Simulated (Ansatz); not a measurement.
Mulliken charges of C$_{2}$H$_{5}$BClF, SMILES `CB(F)CCl` from r2SCAN/def2-TZVPP in Ansatz (PBE0-D4/def2-TZVP geometry).

```
atom   x (Å)   y (Å)   z (Å)  charge (e)
  C1  -1.044  -0.869   0.327      -0.253
  B2   0.420  -0.420   0.046       0.331
  F3   1.379  -1.337  -0.043      -0.253
  C4   0.860   1.084  -0.146      -0.085
 Cl5   0.483   1.356  -1.885      -0.158
  H6  -1.185  -0.904   1.415       0.072
  H7  -1.255  -1.871  -0.051       0.078
  H8  -1.782  -0.168  -0.065       0.073
  H9   1.926   1.267  -0.016       0.098
 H10   0.281   1.811   0.421       0.097
```

Task: By hand: the dipole of these point charges (1 e Å = 4.8032 D).

Result: Σ q r = (-0.192, 0.189, 0.386) e Å, of length 0.471 e Å = 2.26 D.

Task: How does the dipole of the full density compare? (Best estimate.)

Result: Ansatz gave: (-0.142, 0.105, 0.373) e Å, 1.98 D; the point charges give 1.14 times that, at 10° from its direction.

Point charges leave out the atoms' own dipoles, such as those of lone pairs, and Mulliken's split depends on the basis, so the close match here is no proof of good charges.
